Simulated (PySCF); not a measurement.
H$_{4}$OSeSi, singlet, geometry from GFN2-xTB. Base run: LC-WPBE/6-31G, TDA in PySCF.

Input for PySCF:
```python
from pyscf import gto, scf, dft, tdscf

mol = gto.Mole()
mol.atom = '''
    Si   -1.20999524    0.03846330    0.39966471
    O    -1.32116025    1.60352272    0.78392258
    Se    0.89503003   -0.43505102   -0.40515240
    H    -1.41286140   -0.61634235    1.67613236
    H    -2.07905250   -0.35026730   -0.70042245
    H    -1.03458639    2.30788652    0.20689369
    H     1.60469457    0.08378963    0.72589132
'''
mol.basis = '6-31g'
mol.verbose = 4
mol.build()

mf = dft.RKS(mol)
mf.xc = 'lc_wpbe'
mf.kernel()
td = mf.TDA()
td.nstates = 5
td.kernel()
td.analyze()
```

The base run was repeated with changes; each row names its change, and settings that it needs were set with it.

```csv
change,first excitation (eV),oscillator strength of the first,second (eV),core-seconds (rough)
base,6.45,0.016,6.93,60
nstates = 15,6.45,0.016,6.93,70
basis = def2-SVP,6.27,0.001,7.14,70
functional = hf,6.90,0.019,7.31,5
states = triplets,5.94,-,6.16,40
nstates = 2,6.45,0.016,6.93,60
response = full linear response,6.44,0.015,6.89,90
functional = bhandhlyp,6.38,0.017,6.71,20
functional = m062x,6.10,0.014,6.54,60
functional = camb3lyp,6.22,0.015,6.56,60
conv_tol = 1e-3,6.45,0.016,6.93,50
```

An iterative solver can miss low states, so a row lists the states that it found.
